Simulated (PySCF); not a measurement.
## Zn: ionisation energy

Zn [Ar] 3d10 4s2 (1S) → Zn⁺ [Ar] 3d10 4s1 (2S), as a difference of total energies. All numbers are calculated (PySCF 2.14, scalar relativity by spin-free X2C-1e, in aug-cc-pVDZ-DK (7s6p4d2f, 59 functions)). Correlated levels: valence: [Ar] frozen. The calculations carry no spin-orbit coupling.

```
           method  ionisation energy (eV)  error (eV)
              UHF                   7.785      -1.609
             TPSS                   9.413      +0.019
              PBE                   9.631      +0.237
    MP2 (valence)                   9.143      -0.251
SCS-MP2 (valence)                   9.159      -0.235
```

Reference: 9.394 eV (measured; NIST Atomic Spectra Database, ionization energies).

Errors of the correlated levels include the incompleteness of this basis and the frozen core.

MP2 underrates the near-degeneracy of ns² with np² in the lower species.
